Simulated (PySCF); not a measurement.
C6H13PS.
Numbering: `[CH3:1][CH2:2][P:3]1[CH2:4][CH2:5][S:6][CH2:7][CH2:8]1` (hydrogens: H9, H10, H11 on C1; H12, H13 on C2; H14, H15 on C4; H16, H17 on C5; H18, H19 on C7; H20, H21 on C8)

The same species was optimised twice, with GFN2-xTB and with PBE0-D3(BJ)/def2-SVP (PySCF), and the same property calculations (PySCF, gas phase) were run on both structures.

```csv
coordinate,GFN2-xTB,PBE0-D3(BJ)/def2-SVP,change
C5–S6 (Å),1.820,1.816,-0.004
C2–P3 (Å),1.861,1.857,-0.004
C7–C8 (Å),1.519,1.523,+0.004
C4–C5 (Å),1.519,1.523,+0.004
S6–C7 (Å),1.820,1.816,-0.004
P3–C4 (Å),1.865,1.861,-0.004
P3–C8 (Å),1.866,1.863,-0.003
C1–C2 (Å),1.523,1.522,-0.001
C2–P3–C4 (°),97.5,99.4,+1.9
C4–P3–C8 (°),96.6,98.3,+1.7
C4–C5–S6 (°),112.0,113.6,+1.6
S6–C7–C8 (°),112.1,113.7,+1.6
C2–P3–C8 (°),98.9,100.3,+1.4
C1–C2–P3 (°),111.8,113.1,+1.3
C5–S6–C7 (°),98.9,99.8,+0.9
P3–C8–C7 (°),110.8,111.6,+0.8
C1–C2–P3–C4 (°),-176,-175,+1
```

Rotational constants: A = 2989, B = 871.2, C = 745.3 MHz (GFN2-xTB) against A = 2976, B = 861.2, C = 733.1 MHz (PBE0-D3(BJ)/def2-SVP). Point groups within 0.08 Å: C1 and C1.

On the GFN2-xTB structure: HOMO (eV) -6.33 [PBE0/pcSseg-1]; LUMO (eV) 0.87 [PBE0/pcSseg-1]; dipole (D) 1.51 [PBE0/pcSseg-1]; GIAO shielding of C1 (ppm) 175.2 [PBE0/pcSseg-1]; GIAO shielding of C2 (ppm) 156.1 [PBE0/pcSseg-1]; GIAO shielding of P3 (ppm) 373.1 [PBE0/pcSseg-1]; GIAO shielding of C4/C8 (mean) (ppm) 152.1 [PBE0/pcSseg-1]; GIAO shielding of C5/C7 (mean) (ppm) 152.0 [PBE0/pcSseg-1]; GIAO shielding of S6 (ppm) 477.7 [PBE0/pcSseg-1].

Task: What do these properties become on the PBE0-D3(BJ)/def2-SVP structure?

Result: 
```
                                    property          level  on GFN2-xTB  on PBE0-D3(BJ)/def2-SVP  change
                                   HOMO (eV)  PBE0/pcSseg-1        -6.33                    -6.36   -0.03
                                   LUMO (eV)  PBE0/pcSseg-1         0.87                     0.93   +0.06
                                  dipole (D)  PBE0/pcSseg-1         1.51                     1.52   +0.01
energy, GFN2-xTB geometry as zero (kcal/mol)  PBE0/pcSseg-1          0.0                     -1.1    -1.1
                  GIAO shielding of C1 (ppm)  PBE0/pcSseg-1        175.2                    173.5    -1.7
                  GIAO shielding of C2 (ppm)  PBE0/pcSseg-1        156.1                    156.2    +0.1
                  GIAO shielding of P3 (ppm)  PBE0/pcSseg-1        373.1                    369.5    -3.6
        GIAO shielding of C4/C8 (mean) (ppm)  PBE0/pcSseg-1        152.1                    153.1    +1.0
        GIAO shielding of C5/C7 (mean) (ppm)  PBE0/pcSseg-1        152.0                    152.0     0.0
                  GIAO shielding of S6 (ppm)  PBE0/pcSseg-1        477.7                    493.1   +15.4
```

The heavy atoms differ by 0.024 Å rms after alignment. Among bonds between heavy atoms C2–P3, P3–C4, P3–C8, C4–C5, C5–S6, S6–C7 and C7–C8 change most and about equally (-0.004 to +0.004 Å). Changes are differences of the printed values. Neither structure is proved a minimum here.
